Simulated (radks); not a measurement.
Q: Excited configurations of the promethium ion Pm3+: one electron is placed in a higher orbital outside [Xe] 4f3. The ground configuration is [Xe] 4f4. Calculated with a radial shooting solver on a logarithmic mesh with Libxc functionals: Dirac Kohn-Sham, PBE, spin-unpolarised, spherical densities, finite nucleus; open shells fill j = l - 1/2 first; Fermi nuclear charge, rms radius 4.962 fm. Excitation = E - E(ground); binding = E(ion) - E, where the ion is the core of charge +4; n* = 4/sqrt(2 binding) in atomic units, and the quantum defect is n - n*.

outer orbital  excitation (eV)  binding (eV)     n*  quantum defect  eigenvalue (eV)  <r> (bohr)
5d3/2                    9.750        31.479  2.630           2.370          -26.307       2.132
5f5/2                   26.937        14.291  3.903           1.097          -11.823       4.166
6s1/2                   13.858        27.370  2.820           3.180          -23.952       3.123
6p1/2                   18.597        22.632  3.101           2.899          -19.703       3.541
6d3/2                   25.760        15.469  3.751           2.249          -13.501       4.753
6f5/2                   31.800         9.429  4.805           1.195           -8.175       7.321
7s1/2                   26.296        14.933  3.818           3.182          -13.327       5.639
7p1/2                   28.226        13.003  4.092           2.908          -11.553       6.255
7f5/2                   34.652         6.577  5.753           1.247           -5.817       11.20

Estimate the row for 7d3/2.

A: excitation (eV) 31.493; binding (eV) 9.736; n* 4.729; quantum defect 2.271; eigenvalue (eV) -8.600; <r> (bohr) 7.912. The Delta-SCF ionisation energy is 41.228 eV (NIST Atomic Spectra Database: 41.2 eV, semi-empirical). Self-interaction in the functional shifts the binding energies and quantum defects, so they are the method's values and not measured ones. Spin polarisation and multiplet splitting are left out, so open shells lie too high by an amount that depends on their filling.

Beside tabulated values, note that spin-unpolarised runs miss the spin-polarisation part of the exchange energy of open shells.
